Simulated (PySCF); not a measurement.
C2H5ClFNSi, SMILES C/N=C/[Si@H](F)Cl. Atoms are numbered in the order given.

```xyz
11

C     -3.3256    -0.4723     0.0439
N     -1.9823    -0.4216    -0.4564
C     -1.0177    -0.2821     0.3582
Si     0.6944    -0.2086    -0.3857
F      1.5706    -1.4632     0.1474
Cl     1.6291     1.4980     0.2834
H     -3.4001    -0.3819     1.1454
H     -3.7909    -1.4189    -0.2752
H     -3.9138     0.3318    -0.4270
H     -1.1810    -0.1941     1.4562
H      0.6693    -0.2365    -1.8622
```
Charge 0, spin multiplicity 1.

The structure is a stationary point at PBE0-D3(BJ)/def2-SVP. The structure was generated by enumeration; whether it is a known compound was not checked. The values are those of a single conformer.

Computed with PBE/def2-TZVP in PySCF.

Atomic charges (e):

```json
[
 {"atom": "C1", "Löwdin": "-0.34", "Mulliken": "-0.25", "IAO": "-0.32"},
 {"atom": "N2", "Löwdin": "0.10", "Mulliken": "___", "IAO": "-0.21"},
 {"atom": "C3", "Löwdin": "-0.35", "Mulliken": "___", "IAO": "-0.30"},
 {"atom": "Si4", "Löwdin": "-0.13", "Mulliken": "___", "IAO": "1.19"},
 {"atom": "F5", "Löwdin": "0.02", "Mulliken": "-0.27", "IAO": "-0.51"},
 {"atom": "Cl6", "Löwdin": "0.25", "Mulliken": "-0.22", "IAO": "-0.30"},
 {"atom": "H7", "Löwdin": "0.10", "Mulliken": "0.09", "IAO": "0.12"},
 {"atom": "H8", "Löwdin": "0.13", "Mulliken": "0.14", "IAO": "0.17"},
 {"atom": "H9", "Löwdin": "0.13", "Mulliken": "0.14", "IAO": "0.17"},
 {"atom": "H10", "Löwdin": "0.11", "Mulliken": "0.08", "IAO": "0.11"},
 {"atom": "H11", "Löwdin": "-0.03", "Mulliken": "___", "IAO": "-0.12"}
]
```

Problem. Complete the blanks. (An estimate is asked for; the answer gives what the named calculation found.)

Solution. 
- N2, Mulliken: -0.13
- C3, Mulliken: -0.17
- Si4, Mulliken: 0.60
- H11, Mulliken: -0.02

Computed Mayer and Wiberg (Löwdin basis) orders of the bonds:
```tsv
bond	Mayer	Wiberg
C1–N2	0.97	1.42
N2–C3	1.88	2.29
C3–Si4	0.96	1.11
Si4–F5	1.15	1.73
Si4–Cl6	1.19	1.85
C1–H7	0.95	0.91
C1–H8	0.95	0.90
C1–H9	0.95	0.90
C3–H10	0.90	0.85
Si4–H11	0.92	0.91
```
